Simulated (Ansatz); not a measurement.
System: Si₂N₂H₈, net charge 0, singlet state. SMILES: [SiH2]([SiH2]N)N
Geometry from a B3LYP-D3(BJ)/def2-TZVP (Ansatz, an electronic-structure program) optimisation:
```xyz
12

N     -1.5628     0.1500     1.1628
Si    -1.1791    -0.3618    -0.4480
Si     1.1313     0.0320    -0.6641
N      1.6528     0.4706     0.9295
H     -2.4916     0.0239     1.5356
H     -1.1507     1.0057     1.5034
H     -1.5239    -1.8019    -0.5579
H     -1.9335     0.3221    -1.5390
H      1.4325     1.1718    -1.5668
H      1.8131    -1.1530    -1.2625
H      2.6048     0.7575     1.0990
H      1.2889    -0.0520     1.7122
```

Quantity: enthalpy of formation at 298 K, in kcal/mol. Conventions: non-relativistic; LANL2DZ with its own core potentials from Na on; frozen cores in correlated levels; no spin-orbit coupling; 6-311+G** with 5d, 6d on Na to Ar in Ansatz; 6-31G* and kin with 6d, 5d where marked; UHF or UKS for open shells. Basis-set limits of correlation are two-point, X^-3; Hartree-Fock from the larger set. First-principles rows: single points at B3LYP-D3(BJ) geometries (Ansatz), with unscaled harmonic terms from B3LYP/6-31G* (Ansatz) at its own minima, enthalpies of formation by atomisation with measured atoms.

Coupled cluster (Ansatz) is a level with limits of its own, used here on species with T1 under 0.025 (0.045 for open shells) and stable references: CCSD(T)/CBS(aug-cc-pV(T+d)Z,aug-cc-pV(Q+d)Z).

Value to compare with, CCSD(T)/CBS(aug-cc-pV(T+d)Z,aug-cc-pV(Q+d)Z) (Ansatz): -22.0 kcal/mol.

```tsv
level	program	enthalpy of formation at 298 K (kcal/mol)	difference
HF/STO-3G	Ansatz	109.1	131.1
HF/3-21G	Ansatz	341.5	363.5
HF/LANL2DZ	Ansatz	324.7	346.7
HF/6-31G*	Ansatz	273.7	295.7
HF/6-311+G**	Ansatz	261.3	283.3
```

Among the 5 habitual levels, HF/3-21G lies farthest from CCSD(T)/CBS(aug-cc-pV(T+d)Z,aug-cc-pV(Q+d)Z) (Ansatz) (363.5 kcal/mol) and HF/STO-3G nearest (131.1); 5 of 5 lie above it, and their mean absolute difference is 284.1 kcal/mol, the median 295.7. One case shows no general order.

The sets are all those run for this method; left out are runs that failed, that the program found above a lower state of the same kind, or whose <S^2> lies over 0.5 above the pure value.
